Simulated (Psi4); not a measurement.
Intermolecular potential of HCl ··· C3H6 (SMILES Cl and C1CC1). Monomers: optimised at B3LYP-D3(BJ) (def2-TZVP), held rigid. Orientation: lowest of the rigid-body minima from ten starts at GFN2-xTB. Only R, the distance of the centres of mass, is varied, so the lowest point isn't the relaxed dimer.

Levels of theory: PBE/def2-TZVP, counterpoise-corrected (Psi4); PBE-D3(BJ)/def2-TZVP, counterpoise-corrected (Psi4); SAPT0/jun-cc-pVDZ, frozen core (Psi4).

Interaction energies in kJ/mol; the last columns give the difference from SAPT0:

```csv
R / Å,PBE/def2-TZVP,PBE-D3(BJ)/def2-TZVP,SAPT0/jun-cc-pVDZ,PBE/def2-TZVP − SAPT0/jun-cc-pVDZ,PBE-D3(BJ)/def2-TZVP − SAPT0/jun-cc-pVDZ
3.25,26.69,19.15,25.40,1.29,-6.25
3.48,1.11,-5.64,1.87,-0.77,-7.51
3.68,-7.53,-13.52,-6.49,-1.04,-7.03
3.89,-10.18,-15.37,-9.55,-0.62,-5.82
4.13,-9.75,-14.06,-9.77,0.01,-4.30
4.26,-8.93,-12.80,-9.20,0.27,-3.60
4.56,-6.77,-9.70,-7.28,0.51,-2.42
4.85,-4.97,-7.15,-5.45,0.48,-1.70
5.35,-2.81,-4.07,-3.19,0.38,-0.88
6.07,-1.25,-1.81,-1.54,0.29,-0.27
7.07,-0.49,-0.69,-0.65,0.16,-0.04
8.40,-0.19,-0.26,-0.26,0.06,0.00
```

PBE/def2-TZVP is furthest from SAPT0/jun-cc-pVDZ at 3.25 (1.29 kJ/mol, above); its mean absolute difference over the points is 0.49 kJ/mol.

PBE-D3(BJ)/def2-TZVP is furthest from SAPT0/jun-cc-pVDZ at 3.48 (-7.51 kJ/mol, below); its mean absolute difference over the points is 3.32 kJ/mol.
